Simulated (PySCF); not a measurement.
Gas-phase reaction: 3 WF₆ + 2 N + 3 NH = 3 WF₄NH + 2 NF₃

Method: PySCF energies (xtb for GFN2) plus ideal-gas RRHO corrections (1 bar). † marks an energy on the PBE0/def2-TZVP geometry and frequencies; other levels use their own. Open shells (unrestricted): N (multiplicity 4), NH (multiplicity 3); the rest are closed-shell singlets. GFN2 has no spin-polarisation term. B3LYP is the form with VWN-RPA correlation. W: scalar-relativistic def2 core potential, no spin-orbit coupling. WF₄NH: computed as isolated molecules; such fragments, hydroxides, amides, oligomers or adducts are transient or little studied in the gas. The harmonic model lacks anharmonicity and excited electronic states, which grow with temperature; levels with a mode under 35 cm⁻¹ are left out. Soft modes under 120 cm⁻¹ make the harmonic entropy rough for WF₄NH.

| level | ΔE electronic, kJ | ΔH°(298 K), kJ | ΔS°(298 K), J/K | ΔG°(1000 K), kJ |
|---|---|---|---|---|
| B3LYP/def2-TZVP† | -502 | -458 | -347 | -95 |
| BLYP/def2-TZVP† | -590 | -546 | -347 | -183 |
| GFN2-xTB | -1155 | -1114 | -369 | -726 |
| HF/def2-TZVP† | 580 | 624 | -347 | 987 |
| PBE0/def2-SVP† | -562 | -518 | -347 | -155 |
| r2SCAN/def2-TZVP† | -443 | -399 | -347 | -36 |
| LDA/def2-TZVP† | -1029 | -985 | -347 | -622 |
| ωB97M-V/def2-TZVP† | -530 | -486 | -347 | -124 |
| ωB97X-V/def2-TZVP† | -544 | -500 | -347 | -137 |
ΔH° is lowest at GFN2-xTB and highest at HF/def2-TZVP†. No reference value is set beside these.
